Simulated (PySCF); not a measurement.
**Excitation energy of P⁺ by level of theory**

P⁺ [Ne] 3s2 3p2 (3P) → P⁺ [Ne] 3s1 3p3 (5S), as a difference of total energies. Calculation: PySCF 2.14, in aug-cc-pwCVTZ (8s7p5d3f, 75 functions); the non-relativistic Hamiltonian (point nucleus). Correlated levels: valence and next inner shell: 1s2 frozen. The calculations carry no spin-orbit coupling.

```
                                method  excitation energy (cm⁻¹)
                                   UHF                     31404
    MP2 (valence and next inner shell)                     41777
SCS-MP2 (valence and next inner shell)                     45582
   CCSD (valence and next inner shell)                     43500
CCSD(T) (valence and next inner shell)                     44150
```

Errors of the correlated levels include the incompleteness of this basis and the frozen core.

For comparison: 45381 cm⁻¹ (measured; NIST levels, between the centres of gravity of the two terms).
